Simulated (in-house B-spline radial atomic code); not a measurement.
Radial electron density of the arsenic ion As²⁺, [Ar] 3d10 4s2 4p1. All numbers are computed (scalar-relativistic (X2C) HSE06, spin-polarised, spherical fractional occupations, exact exchange averaged over the configuration; Fermi nucleus of rms radius 4.0968 fm) with a B-spline radial code for spherical atoms, not measured.

One-electron X2C: radii and densities carry no picture-change correction, so inner-shell <1/r> comes out high (for 1s by about 2 % at Z = 33, 5 % at 54, 10 % at 75, 30 % at 118) and <r> low.

Columns: r (bohr), 4πr²n(r) (electrons per bohr), bar.

```
 0.00165     1.13 #
 0.00202    1.599 #
 0.00247    2.247 ##
 0.00301    3.121 ###
 0.00368    4.329 ####
  0.0045    5.952 ######
  0.0055    8.088 #######
 0.00672    10.84 ##########
 0.00821    14.28 #############
    0.01    18.37 #################
  0.0123    23.31 ######################
   0.015    28.41 ##########################
  0.0183     33.4 ###############################
  0.0224    37.65 ###################################
  0.0273    40.24 #####################################
  0.0334    40.65 ######################################
  0.0408    38.83 ####################################
  0.0499    35.68 #################################
   0.061    33.16 ###############################
  0.0745    33.39 ###############################
   0.091    37.31 ###################################
   0.111     43.3 ########################################
   0.136    47.51 ############################################
   0.166    45.86 ##########################################
   0.203    38.07 ###################################
   0.248     28.9 ###########################
   0.303    24.46 #######################
    0.37    26.48 #########################
   0.453    30.36 ############################
   0.553    29.89 ############################
   0.676    23.64 ######################
   0.826     15.1 ##############
    1.01    8.296 ########
    1.23    4.642 ####
    1.51    3.007 ###
    1.84    2.155 ##
    2.25    1.357 #
    2.75   0.6591 #
    3.36   0.2313 
    4.11  0.05545 
    5.02 0.008523 
    6.13 0.0007727 
    7.49 3.529e-05
```

On this grid the curve has 3 maxima, near 0.0334, 0.136, 0.453 bohr.

The 4s down radial function P(r) = rR(r), positive near the nucleus:

```csv
r (bohr),P
0.000606,0.01193
0.000905,0.01704
0.00135,0.0242
0.00202,0.03424
0.00301,0.04779
0.0045,0.06583
0.00672,0.08836
0.01,0.1137
0.015,0.1376
0.0224,0.1479
0.0334,0.1256
0.0499,0.04809
0.0745,-0.08738
0.111,-0.2221
0.166,-0.2197
0.248,0.02704
0.37,0.3489
0.553,0.3226
0.826,-0.1897
1.23,-0.7315
1.84,-0.7948
2.75,-0.4181
4.11,-0.09648
6.13,-0.007194
```
